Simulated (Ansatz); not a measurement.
Reaction: SiAsH5 (silylarsane, SMILES [SiH3][AsH2]) → SiAsH5+ (parent SMILES [SiH3][AsH2], doublet) + e-
Each species at its own B3LYP-D3(BJ)/def2-TZVP minimum (Ansatz, a first-principles code).

Quantity: adiabatic ionisation energy (electronic), in eV. Radicals and triplets start from unrestricted determinants; spin-orbit coupling is neglected. Cores are frozen in correlated methods (noble-gas shells, and filled d and f shells in the p block). No relativity. CBS(X,Y): correlation extrapolated as X^-3, Hartree-Fock from the larger set. A bracket is a step between two methods taken in the basis named. Double hybrids freeze cores in their MP2 part. The spin of H5AsSi+ (parent SMILES [SiH3][AsH2], doublet) was assumed, and the state is the lowest solution found for it.

CCSD(T)/CBS(def2-TZVPP,def2-QZVPP) + [CCSDT(Q) - CCSD(T)]/def2-SVP (Ansatz) gives 8.92 eV.

**Question.** What does PBE/def2-TZVPD (Ansatz) give here, and how do the other levels compare?

**Answer.** PBE gives 8.86 eV, 0.06 eV below it. Differences of the others: B3LYP/def2-TZVPD (Ansatz) -0.01; PBE0/def2-TZVPD (Ansatz) -0.09; wB97M-V/def2-TZVPD (Ansatz) -0.08; B2PLYP/def2-TZVPD (Ansatz) -0.12; CCSD(T)/CBS(def2-TZVPP,def2-QZVPP) (Ansatz) 0.00 eV.
